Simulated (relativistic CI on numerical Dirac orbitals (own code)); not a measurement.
**Zr4+: calculation against measurement**

Calculated at this level of theory: Dirac-Coulomb-Breit CI, KLI orbitals optimised for each configuration, model QED, valence Slater integrals scaled by 0.85, P86 correlation estimate, and configurations built on the next ion tied to the tabulated ionisation energy (semi-empirical) (own radial code, finite nucleus).

CI space (outside the closed core [Ar] 3d10): 4s²4p⁶, 4s²4p⁵4d, 4s²4p⁵5s, 4s²4p⁵5p, 4s²4p⁵5d, 4s²4p⁵6s, 4s²4p⁵4f, 4s²4p⁵5f, 4s²4p⁴4d², 4s4p⁶4d, 4s4p⁶4f, 4s²4p⁴4f², 4p⁶4d², 4s²4p⁵6p, 4s²4p⁵6d, 4s²4p⁵5g, 4s²4p⁴4d4f, 4s²4p⁵6f, 4s4p⁶5s, 4s4p⁵4d², 4s²4p⁴4d5s, 4s4p⁶5p, 4s4p⁶5d, 4p⁶4f². Levels of other configurations are missing.

```tsv
Configuration	Term (tabulated)	J	Measured (cm⁻¹)	Computed	Error	Purity (%)
4s²4p⁶	1S	0	0.0	0	0	98
4s²4p⁵4d	3P°	0	241381.3	236976	-4405	99
4s²4p⁵4d	3P°	1	243560.8	239091	-4470	96
4s²4p⁵4d	3P°	2	247962.3	243346	-4616	89
4s²4p⁵4d	3F°	4	251283.3	247767	-3516	99
4s²4p⁵4d	3F°	3	253753.4	250031	-3722	83
4s²4p⁵4d	3F°	2	257361.3	253378	-3983	63
4s²4p⁵4d	3D°	3	265845.5	260188	-5657	63
4s²4p⁵4d	3D°	1	271601.6	266117	-5484	95
4s²4p⁵4d	3D°	2	274654.6	269267	-5388	61
4s²4p⁵5s	3P°	2	325014.9	329670	4655	100
4s²4p⁵4d	1P°	1	328940.8	327156	-1785	92
4s²4p⁵5s	3P°	0	340315.5	345108	4792	100
4s²4p⁵5p	3S	1	371895.2	374514	2619	85
4s²4p⁵5p	3D	2	376897.7	379503	2605	57
4s²4p⁵5p	3D	3	378753.4	381187	2433	99
4s²4p⁵5p	3P	2	382985.1	385567	2582	68
4s²4p⁵5p	3P	0	388853.0	391515	2662	77
4s²4p⁵5p	3D	1	391998.4	394828	2830	64
4s²4p⁵5p	3P	1	396300.3	399040	2740	65
4s²4p⁵5p	1S	0	402688.4	405524	2836	76
4s²4p⁵5d	3P°	0	452938.9	454835	1896	99
4s²4p⁵4f	3G	5	453680.8	459037	5356	96
4s²4p⁵5d	3P°	1	453905.6	455822	1917	89
4s²4p⁵4f	3G	4	454538.8	459907	5368	57
4s²4p⁵5d	3F°	4	455444.4	457624	2180	100
4s²4p⁵5d	3P°	2	455630.8	457547	1916	66
4s²4p⁵5d	3F°	3	455925.3	458081	2156	59
4s²4p⁵4f	3F	4	458432.2	463626	5194	56
4s²4p⁵5d	3D°	3	458523.7	460479	1956	67
4s²4p⁵5d	3D°	1	462307.4	465336	3029	64
4s²4p⁵5d	3F°	2	471306.3	473627	2321	66
4s²4p⁵6s	3P°	2	472338.0	473982	1644	58
4s²4p⁵6s	1P°	1	473172.7	475120	1948	62
4s²4p⁵5d	1P°	1	476477.4	480308	3831	65
4s²4p⁵6s	3P°	0	487746.6	489729	1982	100
4s²4p⁵6s	3P°	1	488292.7	490333	2040	62
4s²4p⁵6p	3S	1	491116.0	493836	2720	75
4s²4p⁵6p	1P	1	494472.0	497229	2757	58
4s²4p⁵6p	3D	3	494760.0	496285	1525	100
4s²4p⁵6p	3P	2	496428.0	498000	1572	72
4s²4p⁵6p	3D	1	509310.0	510934	1624	71
4s²4p⁵6p	3P	1	510066.0	512387	2321	58
4s²4p⁵6d	3P°	1	528422.8	530423	2000	85
```

Measured levels from measured levels as listed in Rauch et al., Astron. Astrophys. 599, A142 (2017); pairs were made by configuration, J and term (by order where the table uses no LS term), so strongly mixed levels may be paired wrongly.

Mean error by configuration (cm⁻¹): 4s²4p⁵4d -4303; 4s²4p⁵5s 4724; 4s²4p⁵5p 2663; 4s²4p⁵5d 2356; 4s²4p⁵4f 5306; 4s²4p⁵6s 1904; 4s²4p⁵6p 2087; 4s²4p⁵6d 2000. Over the excited levels the mean absolute error is 3094 cm⁻¹ (43 of the 69 excited levels that our extract of the source holds in range could be paired, and the others can miss by more), and the median relative error of those above 1,000 cm⁻¹ is 0.67 %.
